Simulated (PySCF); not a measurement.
# Computed properties of NbO₂Br, SMILES [O]=[Nb](=[O])[Br], multiplicity 1

NbO2Br, SMILES [O]=[Nb](=[O])[Br], multiplicity 1. Geometry optimised at B3LYP-D3(BJ)/def2-SVP. The spin state was assumed, not searched. The def2 effective core potentials stand for the cores of Nb; spin–orbit coupling is left out. Other conformers were not sampled. All values are computed for the isolated molecule unless a solvent is named; none is compared with measurement here.

**Structure.** The optimised structure has Cs symmetry. All 6 harmonic modes at B3LYP-D3(BJ)/def2-SVP (PySCF) are real, so it is a minimum. With heavy atoms numbered as in [Nb:1](=[O:2])(=[O:3])[Br:4], the shortest bond between them is Nb1–O3 at 1.711 Å and the longest Nb1–Br4 at 2.498 Å.

**Vibrations.** The strongest infrared lines (harmonic, unscaled, degenerate partners summed) lie at 980 cm⁻¹ (212 km/mol, O 81 %, Nb 19 %), 1019 cm⁻¹ (128 km/mol, O 88 %, Nb 12 %), 121 cm⁻¹ (41 km/mol, O 64 %, Nb 23 %, Br 13 %). The softest mode is at 121 cm⁻¹ and the zero-point energy is 4.1 kcal/mol.

**Electronic structure.** M06-2X/def2-TZVPD (PySCF) places the frontier levels at -9.99 and -3.44 eV, a gap of 6.55 eV, and gives a dipole moment of 4.46 D and a mean polarisability of 63.1 bohr³. PBE/def2-TZVPD (PySCF) at the same geometry gives -7.26 and -4.73 eV, so its gap is 4.02 eV narrower. An orbital gap is neither the optical nor the fundamental gap.

**Excitations.** TDA-B3LYP/def2-SVPD (PySCF) has S1 at 2.92 eV (424 nm, f = 0.000, dark); the most intense of the 10 singlets computed lies at 4.67 eV (f = 0.03). T1 (TDA) is at 2.82 eV, 0.10 eV under S1. TDA-PBE/def2-SVPD (PySCF) puts S1 at 2.58 eV.
